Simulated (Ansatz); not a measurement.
The same atomization along the group F, Cl, Br.

Program: Ansatz. Geometries: PBE0-D4/def2-TZVP. ΔE: electronic, gas phase. CCSD(T)/CBS adds triple-zeta CCSD(T) − MP2 to the extrapolated MP2 energy (def2 sets, frozen cores). This one scheme is used for every species, atoms too. DFT in def2-TZVPP. Open shells (•) are unrestricted, without spin–orbit coupling. Spin–orbit coupling would lower the free atoms: a little for C, Cl, F; clearly for Br, Ge. Bonds to Br, Ge are less sure, by a few kJ/mol each and by 10 to 20 or more in all where they break to atoms, as the def2 sets lack core-valence functions. Scalar relativity is left out up to krypton.

```
                               reaction  LDA (SPW92) (eV)  ωB97M-V (eV)
  `[CH3][Ge][F]` → C• + F• + Ge• + 3 H•             24.89         21.74
`[CH3][Ge][Cl]` → C• + Cl• + Ge• + 3 H•             23.27         20.48
`[CH3][Ge][Br]` → C• + Br• + Ge• + 3 H•             22.78         19.92
```

Question: Give the CCSD(T)/CBS values in the same order. (An estimate is asked.)

Answer: The calculation gave: 21.83, 20.51, 20.10 eV.

Largest T1 diagnostic: 0.013, for `[CH3][Ge][F]`.

For atomizations the MP2-based limit and the directly extrapolated one differ by several kJ/mol either way, and by 10 to 25 for some Ge, Se and Sn compounds, so smaller differences from it don't rank the levels.
